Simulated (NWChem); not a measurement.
Molecule: InHSeCl2; SMILES [In]([Cl])([Cl])[SeH]

```xyz
5

In     0.0108    -0.3833     0.0000
Cl     1.9649    -1.6591     0.0000
Cl    -2.0034    -1.5708     0.0000
Se     0.0457     2.1047     0.0000
H     -1.4276     2.1310     0.0000
```
Atoms are numbered in this order, from 1.

All runs: NWChem. Medium grid unless said otherwise, to which SCAN and Minnesota functionals are sensitive. Structure relaxed at the PBE0/def2-SVP level. def2 effective core potentials on In; no spin-orbit coupling. Hybrids' shares of exact exchange are those that their runs print; pure functionals count as 0. The functionals differ in more than this share.

```
row              share of exact exchange  orbital gap (eV)
---------------  -----------------------  ----------------
PBE/def2-SVP                        0.00              3.28
RPBE/def2-SVP                       0.00              3.34
B3LYP/def2-SVP                      0.20              4.76
B3PW91/def2-SVP                     0.20              4.85
MPW1K/def2-SVP                      0.43          withheld
M06-2X/def2-SVP                     0.54              7.29
```

Task: Fit a straight line of the last column on the one before it, predict the withheld value, and compare with the run.

Result: 
1. Means of the 5 shown rows: x = 0.188, y = 4.704. Slope Σ(x − x̄)(y − ȳ)/Σ(x − x̄)² = 1.437/0.1949 = 7.373; intercept 3.318.
2. The shown rows scatter about the line by 0.036 (root mean square); the largest residual is +0.06, at B3PW91/def2-SVP.
3. At x = 0.43 (MPW1K/def2-SVP; inside the shown range) the line gives 6.49.
4. The run gives 6.71, +0.22 from the line, 6.2 times the scatter.
